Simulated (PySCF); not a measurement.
# Working out the ionisation energy of Tm

Tm [Xe] 4f13 6s2 (2F) → Tm⁺ [Xe] 4f13 6s1 (3F). All numbers are calculated (PySCF 2.14, the spin-free X2C one-electron Hamiltonian (Gaussian nucleus), in cc-pwCVTZ-X2C with one added diffuse shell of g type (12s11p9d7f5g1h, 195 functions)). Frozen: [Ar] 3d10. Energies in hartree (1 hartree = 27.21139 eV):

| part | Tm (lower) | Tm⁺ (upper) |
| --- | --- | --- |
| UHF | -13562.151491 | -13561.965163 |
| MP2 opposite-spin | -1.586446 | -1.555588 |
| MP2 same-spin | -0.933857 | -0.923962 |

Problem. What does Hartree-Fock give?

Solution. (-13561.965163) − (-13562.151491) = 0.186328 hartree = 5.070 eV.

Problem. What do MP2 and SCS-MP2 (6/5 opposite-spin, 1/3 same-spin) give?

Solution. The opposite-spin parts differ by 0.840 eV and the same-spin parts by 0.269 eV. MP2: 5.070 + (0.840) + (0.269) = 6.179 eV. SCS-MP2: 5.070 + 1.2 × (0.840) + (0.269)/3 = 6.168 eV.

A first-order spin-orbit estimate adds 0.000 eV to MP2 (valence and next inner shell), giving 6.179 eV against 6.184 eV (measured; NIST Atomic Spectra Database, ionization energies).

What remains against the reference includes basis incompleteness, the frozen core and correlation beyond second order.
